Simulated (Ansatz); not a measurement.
Cost and result for the atomization energy of C₂H₅O₂Si, SMILES `C=C[Si](O)O` radical (10 atoms, 9 bonds).

Cartesian coordinates in Å:
```
C -0.601 -1.566 0.667
C -0.392 -0.272 0.906
Si 0.829 0.732 -0.054
O 1.156 0.053 -1.519
O 0.167 2.241 -0.172
H -0.084 -2.087 -0.134
H -1.291 -2.160 1.259
H -0.915 0.204 1.734
H 0.417 -0.069 -2.123
H 0.713 2.925 -0.563
```

The species carries charge 0 and has multiplicity 2. All single points use the PBE0-D4/def2-TZVP geometry. It is one conformer, not always the lowest. Program: Ansatz. All runs use 4 threads of an Arm Neoverse V2 on a shared host. Times are those of one run each, without the atoms' runs, and a repeat can differ threefold. Electronic energies, without spin–orbit coupling; frozen cores. CCSD(T)/CBS adds CCSD(T) − MP2 in def2-TZVPP to the MP2 limit, and its time is that of the two runs behind it. T1 = 0.022; ⟨S²⟩ of the reference is 0.83. B3LYP takes the VWN-RPA correlation (the form of Gaussian; ORCA's B3LYP/G).

CCSD(T)/CBS is a level of theory with its own doubt, some kJ/mol a heavy atom from the limit and from the frozen cores, so smaller differences don't rank the functionals.

```
                            level  functions  wall time  atomization (kJ/mol)  difference from CCSD(T)/CBS  per bond
               BLYP-D4/def2-TZVPP        236      3.4 s                4016.2                          1.8       0.2
  PBE-D4/def2-TZVPP (with forces)        236      3.6 s                4100.3                         85.9       9.5
B3LYP-D4/def2-TZVPP (with forces)        236        6 s                4002.8                        -11.6      -1.3
              BHLYP-D4/def2-TZVPP        236        6 s                3861.1                       -153.3     -17.0
          CAM-B3LYP-D4/def2-TZVPP        236        6 s                4022.8                          8.4       0.9
                B2PLYP/def2-TZVPP        236      7.5 s                3967.7                        -46.7      -5.2
            r2SCANh-D4/def2-TZVPP        236       10 s                3997.0                        -17.4      -1.9
                B97M-V/def2-TZVPP        236       13 s                4006.6                         -7.8      -0.9
 ωB97M-V/def2-TZVPP (with forces)        236       16 s                4011.4                         -3.0      -0.3
                 CCSD(T)/def2-SVP         99       16 s                3727.1                       -287.3     -31.9
                   MP2/def2-QZVPP        448       45 s                4058.8                         44.4       4.9
               CCSD(T)/def2-TZVPP        236     23 min                3897.6                       -116.8     -13.0
                CCSD(T)/CBS(def2)          –     24 min                4014.4                          0.0       0.0
```

At CCSD(T), def2-SVP lies −287.3 kJ/mol from the extrapolated value and def2-TZVPP −116.8 kJ/mol: correlation converges slowly with the basis, and small sets miss more of it in the bonded molecule than in its fragments. The D4 term adds +33.2 kJ/mol with B3LYP and +17.3 kJ/mol with PBE0; it sums over pairs of atoms, weighted by their polarisabilities, and B3LYP, whose exchange is more repulsive, gets the larger term. From BLYP to BHLYP (50 % exact exchange), in def2-TZVPP and without D4, the atomization energy moves by −134.6 kJ/mol: exact exchange takes away binding that semilocal exchange gives to molecules.
